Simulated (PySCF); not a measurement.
```xyz
5
charge 0 multiplicity 3, angstrom
Co    0.0000    0.2902    0.0000
O     0.0000   -1.3569    0.0000
H     1.0357    1.4070    0.0000
H     0.0000    1.8171    0.0000
H    -1.0357    1.4070    0.0000
```

All numbers come from UPBE0/[Co def2-TZVP, O def2-TZVP, H def2-TZVP], no relativity, density fitting, PySCF.

This geometry of H₃CoO is a stationary point at this level.

Question: What is the point group?

Answer: C2v.

Question: Is it a minimum?

Answer: No: it has 1 imaginary mode, at 974i cm⁻¹ (b2).

Question: List the harmonic modes with their infrared intensities.

Answer: 
```csv
symmetry,ω (cm⁻¹),IR (km/mol),type
b2,974i,–,bend
b2,267,39.1,bend
b1,400,0.0,bend
a1,684,2.8,stretch
a1,976,45.6,bend
b1,1057,13.2,bend
a1,1944,31.3,stretch
b2,1952,26.2,stretch
a1,2160,54.4,stretch
```

Question: What are the dipole moment and the gap between the highest occupied and lowest empty levels of either spin?

Answer: 3.65 D and 4.20 eV.

Question: Give the atomic charges and bond orders.

Answer: 
| atom | Mulliken | Löwdin | polar tensor | spin (Mulliken) | Mayer order to Co1 |
| --- | --- | --- | --- | --- | --- |
| Co1 | 0.35 | 0.03 | 0.12 | 1.41 | – |
| O2 | -0.47 | -0.26 | -0.30 | 0.78 | 1.52 |
| H3,5 | -0.02 | 0.05 | -0.07 | -0.09 | 0.66 |
| H4 | 0.15 | 0.13 | 0.32 | -0.01 | 0.41 |

In C2v the vibrations span 3b2 + 2b1 + 4a1. Here b1 is antisymmetric to the molecular plane and b2 lies in it.

Other isomers or separated fragments may lie lower. Other spin states or occupations of the open shell can lie lower. At this level a triplet minimum of Cs symmetry lies 29 kJ/mol below this structure.
